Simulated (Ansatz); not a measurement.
A CCSD(T) single point on `C=CB(C=C)C=C`.

```yaml
crystal:
  periodic: [false, false, false]
  atoms:
    - {symbol: C, position_ang: [1.178016, -1.427706, 1.762368]}
    - {symbol: C, position_ang: [1.244169, -0.540047, 0.766439]}
    - {symbol: B, position_ang: [0.014850, -0.053738, -0.052684]}
    - {symbol: C, position_ang: [0.175739, 1.095305, -1.088299]}
    - {symbol: C, position_ang: [1.293136, 1.809462, -1.248278]}
    - {symbol: C, position_ang: [-1.375637, -0.715551, 0.164533]}
    - {symbol: C, position_ang: [-2.508585, -0.279417, -0.392599]}
    - {symbol: H, position_ang: [0.239247, -1.882217, 2.063890]}
    - {symbol: H, position_ang: [2.054166, -1.736047, 2.325989]}
    - {symbol: H, position_ang: [2.233741, -0.141630, 0.546003]}
    - {symbol: H, position_ang: [-0.661537, 1.367215, -1.729868]}
    - {symbol: H, position_ang: [1.368738, 2.617455, -1.970642]}
    - {symbol: H, position_ang: [2.183476, 1.621352, -0.656114]}
    - {symbol: H, position_ang: [-1.466613, -1.583247, 0.816749]}
    - {symbol: H, position_ang: [-2.527587, 0.580419, -1.055241]}
    - {symbol: H, position_ang: [-3.468117, -0.754410, -0.208046]}
basis:
  gaussian: {orbitals: def2-TZVPP}
correlation: {method: ccsd_t}
output: {orbitals: {seedname: orbitals}}
```

```sh
$ ansatz run in.yaml --threads 2 --pin off --events-out ev --progress --plain --max-ram 32768MiB --backend cuda --devices 0, --max-vram 18GiB
```

Log, shortened:

```
Functional definition: HF
2026 factors; integrals over basis functions are off by at most 1.4e-3 eV
mean field evaluation 1: about -6992.6189 eV, gradient 4.3e1 eV
mean field evaluation 2: about -6992.9400 eV, gradient 4.2e1 eV
mean field evaluation 4: about -6998.0397 eV, gradient 4.8e0 eV
mean field evaluation 8: about -6998.1169 eV, gradient 1.7e-1 eV
mean field -6998.11723308 eV, -257.1760648213 hartree, gradient 2.5e-6 eV, S^2 0.000000; 0 other end points of the search recorded, 0 dependent functions left out; unrestricted orbitals would lower it
7 core orbitals not correlated: weight in the atoms' cores, before any rotation towards them, 1.000 or more for the frozen orbitals, at most 0.000 for the correlated occupied ones
reference -6998.11723308 eV, -257.1760648213 hartree; 18, 18 occupied and 318, 318 virtual orbitals, 2026 factors
second order -28.75953647 eV of doubles, -0.00000000 eV of singles
cycle   1  -29.44757594 eV  change   -6.9e-1 eV  update   1.2e-1
cycle   2  -30.20880525 eV  change   -7.6e-1 eV  update   3.7e-2
cycle   3  -30.36280931 eV  change   -1.5e-1 eV  update   1.7e-2
cycle   4  -30.35681440 eV  change    6.0e-3 eV  update   4.9e-3
cycle   5  -30.35682909 eV  change   -1.5e-5 eV  update   1.8e-3
cycle   6  -30.35762628 eV  change   -8.0e-4 eV  update   4.8e-4
cycle   7  -30.35753641 eV  change    9.0e-5 eV  update   1.7e-4
cycle   8  -30.35756509 eV  change   -2.9e-5 eV  update   6.4e-5
cycle   9  -30.35759485 eV  change   -3.0e-5 eV  update   2.7e-5
perturbative correction -1.45545138 eV, -0.0534868516 hartree
Total energy: -7029.93027930 eV, -258.3451727064 hartree
```

Run time 26 s (2 threads of an AMD EPYC 7R13 on a shared host and a share of an NVIDIA H100 80 GB); peak host memory 0.84 GiB.

MP2 recovers 90.4 % of the CCSD(T) correlation energy and the triples give 4.6 %; T1 = 0.0116.
